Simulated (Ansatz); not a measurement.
Geometry optimisation of `C[SiH]([SiH3])CF`.

```yaml
crystal:
  periodic: [false, false, false]
  atoms:
    - {symbol: C, position_ang: [-0.844665, -0.466021, 1.645705]}
    - {symbol: Si, position_ang: [-0.366460, -0.482964, -0.184793]}
    - {symbol: Si, position_ang: [1.967866, -0.406835, -0.459988]}
    - {symbol: C, position_ang: [-1.057656, 1.085103, -1.048665]}
    - {symbol: F, position_ang: [-0.360479, 2.193786, -0.550275]}
    - {symbol: H, position_ang: [-1.944537, -0.540232, 1.769657]}
    - {symbol: H, position_ang: [-0.505925, 0.483542, 2.107339]}
    - {symbol: H, position_ang: [-0.376900, -1.305813, 2.197244]}
    - {symbol: H, position_ang: [-0.940931, -1.693025, -0.883241]}
    - {symbol: H, position_ang: [2.549479, 0.725289, 0.344534]}
    - {symbol: H, position_ang: [2.612143, -1.687362, 0.005199]}
    - {symbol: H, position_ang: [2.323682, -0.197573, -1.908353]}
    - {symbol: H, position_ang: [-2.145591, 1.225605, -0.852241]}
    - {symbol: H, position_ang: [-0.922827, 1.037400, -2.153124]}
basis:
  gaussian: {orbitals: def2-TZVP}
hamiltonian: {xc: pbe0, dispersion: d4}
relax: {f_tol: 0.005, max_steps: 150}
```

```sh
$ ansatz run in.yaml --threads 4 --pin off --events-out ev --progress --plain --max-ram 10444MiB
```

It prints (some lines left out):

```
Functional definition: PBE0
  name "PBE0"
  cite "Adamo & Barone, J. Chem. Phys. 110, 6158 (1999) doi:10.1063/1.478522"
  cite "Perdew, Burke & Ernzerhof, Phys. Rev. Lett. 77, 3865 (1996) doi:10.1103/PhysRevLett.77.3865"
  parent pbe
  parameter a = 0.25
  parameter kappa = 0.804
  parameter beta = 0.06672455060314922
  exchange = (1 - a)*pbe_x(kappa = kappa, mu = beta*pi^2/3) + a*exact_x
  correlation = pbe_c(beta = beta)
mean field -20683.31921842 eV, -760.0979616196 hartree, gradient 1.0e-5 eV, S^2 0.000000; 0 other end points of the search recorded, 0 dependent functions left out
the calculation of the forces begins
relax step   1: F+E_penalty+E_count = -20683.57927673 eV  Δ(F+E_penalty+E_count) = +0.000e0 eV  max|allowed force component| = 6.053e-1 eV/Å  Δτ_max = 0.0000 Å  (28 SCF iters, accepted)
these checks for a lower state are left out or cut short: starts, cluster_reference, orbital_swaps, neighbouring_geometries, increment
mean field -20683.36478383 eV, -760.0996361177 hartree, gradient 1.7e-5 eV, S^2 0.000000; 0 other end points of the search recorded, 0 dependent functions left out
the calculation of the forces begins
relax step   2: F+E_penalty+E_count = -20683.62472439 eV  Δ(F+E_penalty+E_count) = -4.545e-2 eV  max|allowed force component| = 1.818e-1 eV/Å  Δτ_max = 0.0597 Å  (31 SCF iters, accepted)
these checks for a lower state are left out or cut short: starts, cluster_reference, orbital_swaps, neighbouring_geometries, increment
mean field -20683.36948764 eV, -760.0998089793 hartree, gradient 1.6e-5 eV, S^2 0.000000; 0 other end points of the search recorded, 0 dependent functions left out
the calculation of the forces begins
relax step   3: F+E_penalty+E_count = -20683.62977597 eV  Δ(F+E_penalty+E_count) = -5.052e-3 eV  max|allowed force component| = 7.313e-2 eV/Å  Δτ_max = 0.0338 Å  (31 SCF iters, accepted)
these checks for a lower state are left out or cut short: starts, cluster_reference, orbital_swaps, neighbouring_geometries, increment
mean field -20683.37114574 eV, -760.0998699133 hartree, gradient 1.7e-5 eV, S^2 0.000000; 0 other end points of the search recorded, 0 dependent functions left out
the calculation of the forces begins
relax step   4: F+E_penalty+E_count = -20683.63096624 eV  Δ(F+E_penalty+E_count) = -1.190e-3 eV  max|allowed force component| = 3.605e-2 eV/Å  Δτ_max = 0.0303 Å  (31 SCF iters, accepted)
these checks for a lower state are left out or cut short: starts, cluster_reference, orbital_swaps, neighbouring_geometries, increment
mean field -20683.37234070 eV, -760.0999138274 hartree, gradient 1.6e-5 eV, S^2 0.000000; 0 other end points of the search recorded, 0 dependent functions left out
the calculation of the forces begins
relax step   5: F+E_penalty+E_count = -20683.63175597 eV  Δ(F+E_penalty+E_count) = -7.897e-4 eV  max|allowed force component| = 3.338e-2 eV/Å  Δτ_max = 0.0435 Å  (30 SCF iters, accepted)
these checks for a lower state are left out or cut short: starts, cluster_reference, orbital_swaps, neighbouring_geometries, increment
mean field -20683.37280938 eV, -760.0999310511 hartree, gradient 1.6e-5 eV, S^2 0.000000; 0 other end points of the search recorded, 0 dependent functions left out
the calculation of the forces begins
relax step   6: F+E_penalty+E_count = -20683.63195103 eV  Δ(F+E_penalty+E_count) = -1.951e-4 eV  max|allowed force component| = 2.640e-2 eV/Å  Δτ_max = 0.0336 Å  (31 SCF iters, accepted)
these checks for a lower state are left out or cut short: starts, cluster_reference, orbital_swaps, neighbouring_geometries, increment
mean field -20683.37285496 eV, -760.0999327261 hartree, gradient 1.7e-5 eV, S^2 0.000000; 0 other end points of the search recorded, 0 dependent functions left out
the calculation of the forces begins
relax step   7: F+E_penalty+E_count = -20683.63199600 eV  Δ(F+E_penalty+E_count) = -4.497e-5 eV  max|allowed force component| = 9.686e-3 eV/Å  Δτ_max = 0.0053 Å  (32 SCF iters, accepted)
these checks for a lower state are left out or cut short: starts, cluster_reference, orbital_swaps, neighbouring_geometries, increment
mean field -20683.37285658 eV, -760.0999327858 hartree, gradient 1.7e-5 eV, S^2 0.000000; 0 other end points of the search recorded, 0 dependent functions left out
the calculation of the forces begins
relax step   8: F+E_penalty+E_count = -20683.63203991 eV  Δ(F+E_penalty+E_count) = -4.391e-5 eV  max|allowed force component| = 9.516e-3 eV/Å  Δτ_max = 0.0107 Å  (31 SCF iters, accepted)
these checks for a lower state are left out or cut short: starts, cluster_reference, orbital_swaps, neighbouring_geometries, increment
mean field -20683.37284380 eV, -760.0999323160 hartree, gradient 1.7e-5 eV, S^2 0.000000; 0 other end points of the search recorded, 0 dependent functions left out
the calculation of the forces begins
relax step   9: F+E_penalty+E_count = -20683.63206317 eV  Δ(F+E_penalty+E_count) = -2.326e-5 eV  max|allowed force component| = 1.067e-2 eV/Å  Δτ_max = 0.0099 Å  (31 SCF iters, accepted)
these checks for a lower state are left out or cut short: starts, cluster_reference, orbital_swaps, neighbouring_geometries, increment
mean field -20683.37284838 eV, -760.0999324844 hartree, gradient 1.7e-5 eV, S^2 0.000000; 0 other end points of the search recorded, 0 dependent functions left out
the calculation of the forces begins
relax step  10: F+E_penalty+E_count = -20683.63207890 eV  Δ(F+E_penalty+E_count) = -1.573e-5 eV  max|allowed force component| = 4.443e-3 eV/Å  Δτ_max = 0.0094 Å  (32 SCF iters, accepted)
these checks for a lower state are left out or cut short: starts, cluster_reference, orbital_swaps, neighbouring_geometries, increment
mean field -20683.37285056 eV, -760.0999325643 hartree, gradient 1.7e-5 eV, S^2 0.000000; 0 other end points of the search recorded, 0 dependent functions left out
the calculation of the forces begins
relax step  11: F+E_penalty+E_count = -20683.63208671 eV  Δ(F+E_penalty+E_count) = -7.807e-6 eV  max|allowed force component| = 2.746e-3 eV/Å  Δτ_max = 0.0065 Å  (32 SCF iters, accepted)
mean field -20683.37285056 eV, -760.0999325643 hartree, gradient 4.4e-5 eV, S^2 0.000000; 1 other end points of the search recorded, 0 dependent functions left out
the calculation of the forces begins
Total energy: -20683.63212358 eV, -760.1094606722 hartree
Atom 0 at    -0.823331    -0.454631     1.630089 Å, force     0.001338    -0.000677    -0.001315 eV/Å
Atom 1 at    -0.340543    -0.438286    -0.179347 Å, force     0.000447     0.001374    -0.000446 eV/Å
Atom 2 at     1.985230    -0.426819    -0.456476 Å, force     0.001425    -0.001018     0.000504 eV/Å
Atom 3 at    -1.081229     1.089317    -1.035377 Å, force    -0.002746    -0.001200    -0.000504 eV/Å
Atom 4 at    -0.544757     2.252021    -0.482869 Å, force     0.000349     0.001171    -0.000436 eV/Å
Atom 5 at    -1.909226    -0.503617     1.741992 Å, force    -0.000423    -0.000306     0.000101 eV/Å
Atom 6 at    -0.469756     0.454227     2.122250 Å, force    -0.000136    -0.000666    -0.000179 eV/Å
Atom 7 at    -0.388870    -1.312815     2.147256 Å, force    -0.000345     0.000492    -0.000030 eV/Å
Atom 8 at    -0.913550    -1.622346    -0.887165 Å, force     0.000702     0.001380     0.000743 eV/Å
Atom 9 at     2.601046     0.712245     0.276279 Å, force    -0.001132    -0.001358    -0.000832 eV/Å
Atom 10 at     2.572274    -1.690809     0.069238 Å, force    -0.000003     0.001254    -0.000397 eV/Å
Atom 11 at     2.338890    -0.311449    -1.898243 Å, force    -0.000808    -0.000311     0.001560 eV/Å
Atom 12 at    -2.169130     1.129396    -0.908913 Å, force     0.001552     0.000346    -0.000292 eV/Å
Atom 13 at    -0.869851     1.094466    -2.109716 Å, force    -0.000221    -0.000481     0.001522 eV/Å
Dipole moment:    -0.232467    -0.237864     0.019452 e Å
```

It took 17 s on 4 threads of an AMD EPYC 9R45 on a shared host, with 0.66 GiB of host memory at the peak.
